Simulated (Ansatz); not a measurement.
Ge(NH2)Me3 (C3H11GeN). Total charge 0; singlet. Geometry PBE-D4/def2-SVP.

```csv
atom,x (Å),y (Å),z (Å)
C1,-1.598,-0.534,0.962
C2,0.495,1.822,0.268
C3,1.467,-1.255,0.197
Ge4,-0.042,-0.041,-0.132
N5,-0.553,-0.325,-1.909
H6,0.201,-0.104,-2.572
H7,-1.357,0.254,-2.181
H8,-1.355,-0.461,2.041
H9,-1.906,-1.574,0.737
H10,-2.456,0.137,0.757
H11,0.787,1.921,1.334
H12,-0.339,2.524,0.070
H13,1.360,2.125,-0.356
H14,2.331,-0.999,-0.449
H15,1.168,-2.299,-0.019
H16,1.797,-1.190,1.253
```

B3LYP takes the VWN-RPA correlation.

Estimate the orbital energies around the gap (eV) in Ansatz with PBE-D4/def2-SVP, r2SCAN-D4/def2-TZVP, B3LYP-D4/def2-TZVP, PBE0-D4/def2-SVP, PBE0-D4/def2-TZVP.


```
orbital  PBE-D4/def2-SVP  r2SCAN-D4/def2-TZVP  B3LYP-D4/def2-TZVP  PBE0-D4/def2-SVP  PBE0-D4/def2-TZVP
 HOMO−5            -9.19                -9.71              -10.62            -10.75             -10.85
 HOMO−4            -9.03                -9.56              -10.47            -10.60             -10.69
 HOMO−3            -8.02                -8.51               -9.37             -9.50              -9.61
 HOMO−2            -6.95                -7.35               -8.15             -8.31              -8.38
 HOMO−1            -6.85                -7.22               -7.99             -8.15              -8.21
   HOMO            -5.21                -5.82               -6.69             -6.71              -6.93
   LUMO             0.44                 0.55                0.30              1.28               0.64
 LUMO+1             1.28                 1.42                1.29              2.17               1.63
 LUMO+2             1.74                 1.85                1.56              2.60               1.90
 LUMO+3             1.90                 2.00                1.72              2.77               2.07
 LUMO+4             2.33                 2.52                2.27              3.24               2.59
 LUMO+5             2.33                 2.52                2.27              3.27               2.61
```
